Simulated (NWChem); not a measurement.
C3H4O2Si; SMILES O=C1CC(=O)[SiH2]1

```xyz
10

O      2.3654     0.0000    -0.5288
C      1.1833     0.0000    -0.2805
C      0.0000     0.0000    -1.2759
C     -1.1833     0.0000    -0.2805
O     -2.3654     0.0000    -0.5288
Si     0.0000     0.0000     1.3210
H      0.0000     0.8922    -1.9438
H      0.0000    -0.8922    -1.9438
H      0.0000    -1.2352     2.1819
H      0.0000     1.2352     2.1819
```
Atoms are numbered in this order, from 1.

Level: PBE-D3(BJ)/def2-SVP (NWChem), optimised geometry, unscaled harmonic frequencies. 

```
frequency (cm⁻¹)  IR intensity (km/mol)
----------------  ---------------------
52                                 11.5
183                                11.8
305                                 2.5
312                                 0.0
338                                 0.2
356                                 0.5
507                                 0.7
562                                 0.0
570                                 5.4
590                                28.0
661                                69.2
796                                 6.7
851                                 7.0
861                                86.3
963                                 0.0
1031                               97.8
1127                                3.1
1273                               26.1
1782                              381.4
1835                               64.3
2141                               46.1
2166                               72.6
2960                                3.6
3017                                0.6
```

```yaml
zero_point_energy: 36.1 kcal/mol
thermal correction to the enthalpy at 298.15 K (with zero-point energy): 41.0 kcal/mol
heat capacity Cv: 24.7 cal/(mol K)
entropy at 298.15 K and 1 atm (symmetry number 2): 81.0 cal/(mol K)
dipole_moment: 0.27 D
```

Rigid rotor and harmonic oscillator; modes under 100 cm⁻¹ make the entropy uncertain.
